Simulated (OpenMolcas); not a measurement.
O II: Slater's ratio, worked from levels

```
Program             : OpenMolcas
Basis               : ANO-RCC-VTZP [4s3p2d1f]
Scalar Hamiltonian  : DKH2, point nucleus
Active space        : 5 electrons in 9 orbitals (RAS2 2s 2p; RAS3 3d, at most 2 electrons)
State averaging     : 2S+1 = 4 odd, 1 root; 2S+1 = 2 odd, 8 roots; 2S+1 = 4 even, 3 roots; 2S+1 = 2 even, 9 roots
Spin-orbit coupling : state interaction with AMFI integrals over the reference wave functions, term energies averaged over their components
```

Methods: RASSCF; SS-RASPT2, IPEA 0.25 Eh, imaginary shift 0.1 Eh (closed shells correlated: 1s). Measured levels: NIST Handbook of Basic Atomic Spectroscopic Data.

**Slater's ratio.** With one set of orbitals, p3 has ²D° - ⁴S° = 9 F2 and ²P° - ²D° = 6 F2 (F2 = F²/25), a ratio of 2/3. Term energies are centres of gravity, weighted by 2J + 1.

| Source | ²D° - ⁴S° | ²P° - ⁴S° | F2 from the first | Ratio |
| --- | --- | --- | --- | --- |
| RASSCF | 29764 | 44396 | 3307 | 0.492 |
| SS-RASPT2 | 27600 | 41614 | 3067 | 0.508 |
| measured | 26819 | 40469 | 2980 | 0.509 |

Energies in cm-1. A ratio away from 2/3 shows effects beyond one configuration with one set of orbitals, and in heavier atoms second-order spin-orbit shifts.

Active for correlation alone: 3d; no level in the range computed is led by a configuration that fills it, so any true level of that kind is missing. Without dynamic correlation excited terms often stand tens of per cent too high (terms of higher spin than the ground term too low), and those without a measured partner can miss by more than the paired ones (holds for RASSCF). Measured partners are found by configuration, term and J. A level has none where our copy of the source lacks it or the pairing is in doubt (some pairs that miss far off the trend of their configuration count as doubtful), and it then counts in no deviation. Levels of configurations outside the active space are missing.

° marks odd parity.
